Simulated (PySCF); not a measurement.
Species: Ti(NMe2)4, C8H24N4Ti (singlet state).
SMILES: `C[N](C)[Ti]([N](C)C)([N](C)C)[N](C)C`

Method: TDDFT wB97X-D/def2-SVPD, vertical, gas phase, core orbitals frozen in the response in PySCF. Isolated species at its PBE0-D3(BJ)/def2-SVP geometry, gas phase.

Each state is given a Gaussian of 0.4 eV full width at half maximum, with ε(max) = 2.175×10⁸ f / Δν̃ (Δν̃ the width in cm⁻¹). The width is an assumption, not a result. The curve ends short of the highest state used, and states not computed would add to its high-energy end.

```tsv
E (eV)	ε (L mol⁻¹ cm⁻¹)
3.39	1
3.43	2
3.47	4
3.52	8
3.56	16
3.61	33
3.65	56
3.69	89
3.74	149
3.78	213
3.83	315
3.87	415
3.91	536
3.96	735
4.00	959
4.05	1382
4.09	1891
4.13	2602
4.18	3823
4.22	5059
4.27	6830
4.31	8288
4.35	9612
4.40	10829
4.44	11291
4.49	11124
4.53	10430
4.57	9350
4.62	7699
4.66	6345
4.71	4854
4.75	3947
4.79	3344
4.84	3012
4.88	3035
4.93	3322
```

(1) Where are the band maxima, and which computed states make them?

(2) On this curve, what absorbance would a 10⁻⁴ mol/L sample give at 308 nm over a 1 cm path?

(3) Coming from long wavelengths, where does ε first pass 100 L mol⁻¹ cm⁻¹?

(4) Does any computed singlet lie in the visible range?

Results:

(1) 278 nm (4.45 eV), ε about 11000, made up of S4 (46%) and S5 (38%) (ε in L mol⁻¹ cm⁻¹; maxima over ε = 5, shares over 10%). At its high-energy end, 4.93 eV, the curve is still rising (ε about 3300, from S8). The states used: S1 3.99 eV (f 0.0035); S2 4.03 eV (f 0.0040); S3 4.33 eV (f 0.018); S4 4.44 eV (f 0.077); S5 4.47 eV (f 0.063); S6 4.62 eV (f 0.021); S7 4.95 eV (f 0.0001); S8 5.03 eV (f 0.045); S9 5.14 eV (f 0.0003); S10 5.20 eV (f 0.0019); S11 5.34 eV (f 0.073); S12 5.37 eV (f 0.0032); S13 5.41 eV (f 0.013); S14 5.47 eV (f 0.022); S15 5.53 eV (f 0.024).

(2) 308 nm is 4.025 eV, where ε is about 1100 L mol⁻¹ cm⁻¹, so A = ε c l ≈ 0.11 (Beer–Lambert, with the gas-phase spectrum and the assumed width).

(3) At about 335 nm (3.70 eV), 0.28 eV below S1.

(4) No computed singlet lies in the visible range (380 to 750 nm); the lowest, at 311 nm, stands 0.72 eV above its violet end (3.26 eV).
